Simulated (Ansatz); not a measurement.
Two isomers of CH7BSSi: A = `CB([SiH3])S`, B = `CB[SiH2]S`.

Calculated with Ansatz (gas phase, PBE0-D4/def2-TZVP geometries, no zero-point term in ΔE). CBS: MP2 limit from def2 TZ/QZ plus the TZ coupled-cluster correction, frozen cores. DFT in def2-TZVPP. B3LYP here is the variant with VWN-RPA as its local correlation; programs differ in this. One conformer a species, not always the lowest.

(1) Which isomer does CCSD(T)/CBS put lower? Give the gap. (Estimate.)

(2) Give E(B) − E(A) in kcal/mol with HF/def2-TZVPP, B3LYP, CCSD(T)/def2-SVP, r2SCAN-D4, MP2/def2-TZVPP, ωB97M-V, BLYP-D4. (An estimate is asked.)

(3) Does the order hold for the free energy at 298.15 K (harmonic terms from PBE0-D4)? (Best estimate.)

Largest T1 diagnostic: 0.014.

Answers

(1) Ansatz gave: A, by 10.7 kcal/mol.

(2) Computed: HF/def2-TZVPP 7.6, B3LYP 10.8, CCSD(T)/def2-SVP 16.2, r2SCAN-D4 11.6, MP2/def2-TZVPP 11.7, ωB97M-V 10.5, BLYP-D4 11.9. None reverses the order clearly.

(3) Ansatz gave: Yes: G(B) − G(A) = +10.3 kcal/mol, for one conformer each. Modes under 60 cm⁻¹, often nearly free rotors, make the harmonic entropy too high.

At CCSD(T), def2-SVP lies +5.5 kcal/mol from the extrapolated value and def2-TZVPP +0.9 kcal/mol. Leaving LDA and LC-ωPBE aside and taking each functional with its dispersion term where it has one, the values, not all of them listed here, spread over 2.5 kcal/mol, from BHLYP-D4 to PBE-D4. LDA lies +1.8 kcal/mol from PBE without D4.
